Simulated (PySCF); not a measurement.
Gas-phase reaction: 2 Br2 + Si + SiH4 = 2 SiH2Br2

Computed with PySCF and rigid-rotor harmonic-oscillator thermochemistry at 1 bar. Table values come from the NASA 1993 polynomials. † marks an energy on the PBE0/def2-TZVP geometry and frequencies; other levels use their own. MP2 and CCSD(T) freeze the core. 6-31G* has spherical d functions here. Open shells (unrestricted): Si (multiplicity 3, electronic degeneracy 9); the rest are closed-shell singlets. Spin-orbit splitting is ignored; it lowers the true energy and changes the entropy of Si. Br: all electrons, no relativistic terms. MP2 isn't extrapolated to the basis-set limit; its ΔH°(298 K) is -933.8 kJ in def2-SVP and -975.2 kJ in def2-TZVPP. CCSD(T) isn't extrapolated to the basis-set limit; its ΔH°(298 K) is -877.5 kJ in def2-SVP and -920.6 kJ in def2-TZVPP. The harmonic model lacks anharmonicity and excited electronic states, which grow with temperature; levels with a mode under 35 cm⁻¹ are left out. Soft modes under 120 cm⁻¹ make the harmonic entropy rough for SiH2Br2. The table's entry may be an old estimate for SiH2Br2 (not checked at source).

```tsv
level	ΔH°(298 K), kJ	minus table	ΔG°(1400 K), kJ
table	-926.9	-	-590.4
CCSD(T)/def2-TZVPP†	-920.6	6.3	-587.3
HF/6-31G*	-829.1	97.8	-490.4
HF/def2-TZVP†	-846.9	80.0	-513.6
M06-2X/def2-TZVP†	-947.3	-20.4	-614.0
MP2/def2-TZVPP†	-975.2	-48.3	-641.9
PBE/def2-SVP	-892.6	34.3	-559.9
PBE0/def2-QZVP†	-924.2	2.7	-590.9
r2SCAN/def2-TZVP†	-952.6	-25.7	-619.2
LDA/def2-TZVP†	-988.8	-61.9	-655.5
ωB97X-V/def2-TZVP†	-952.9	-26.0	-619.6
```
